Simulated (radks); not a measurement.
The germanium anion Ge4-, [Kr], held by a Watson sphere: a shell of charge +4 at radius R that stands for the Madelung well of a crystal (potential energy -4/R inside, -4/r outside, in hartree with lengths in bohr). All-electron calculation, scalar-relativistic Kohn-Sham, LDA (Slater exchange, Perdew-Wang correlation), spin-polarised, spherical densities, point nucleus. Program: a radial shooting solver on a logarithmic mesh with Libxc functionals. Response by self-consistent Sternheimer equations with the Hartree and adiabatic LDA kernel, the relativistic mass of each level held fixed and spin-orbit coupling left out. The sphere does not respond.

R (bohr)  e(3d) (eV)  e(4s) (eV)  e(4p) (eV)  <r> 4p (bohr)  sum of <r^2> (bohr^2)  X-ray form factor at sin(theta)/lambda = 0.2 1/angstrom  alpha (bohr^3)
2.25         -29.633     -15.659      -7.549          2.556                  66.69                                                   25.807           40.00
2.38         -29.011     -15.098      -7.287          2.626                  69.55                                                   25.702           44.23
2.9          -27.543     -13.188      -6.268          2.913                  81.98                                                   25.411           66.76
3.7          -26.745     -11.193      -4.957          3.368                  103.8                                                   25.283           124.8
3.82         -26.688     -10.974      -4.792          3.437                  107.3                                                   25.286           136.7
3.9          -26.655     -10.838      -4.687          3.484                  109.7                                                   25.290           145.1
4.42         -26.513     -10.130      -4.087          3.789                  126.3                                                   25.340           211.8
4.92         -26.452      -9.680      -3.630          4.085                  143.7                                                   25.402           297.2
